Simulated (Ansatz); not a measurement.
```xyz
14

O     0.1418    2.3058   -1.0898
Ga   -0.3518    0.5736   -0.9671
O     0.9003   -0.6318   -1.4921
O    -2.0979    0.1014   -1.1072
N    -0.1276    0.1714    1.0603
Si    1.0578   -1.1488    1.3431
H    -0.6040    2.9042   -1.1530
H     0.5440   -1.3214   -2.0540
H    -2.5769    0.4894   -1.8397
H    -1.0611   -0.0578    1.3914
H     0.1452    1.0445    1.5026
H     2.3763   -0.6997    0.8643
H     0.5362   -2.3803    0.7225
H     1.1177   -1.3504    2.8186
```

Total charge 0; spin multiplicity 1.

(1) List the ωB97M-V/def2-TZVPP orbital energies in eV (Ansatz). (Best estimate.)

## Answers

(1) Computed: Occupied: -10152.57, -1807.76, -1255.95, -1110.13, -1110.05, -1110.04, -525.05, -525.00, -524.97, -395.87, -153.58, -148.79, -106.04, -105.90, -105.86, -102.94, -102.88, -102.87, -29.53, -29.31, -29.26, -28.25, -25.12, -25.09, -25.05, -24.90, -24.83, -18.56, -17.62, -16.75, -15.30, -14.83, -14.41, -13.46, -12.83, -12.54, -11.81, -11.77, -10.84, -10.60, -10.51, -10.43. Lowest empty: 1.10, 2.03, 2.72, 2.79, 2.96, 3.49, 3.55, 4.00.
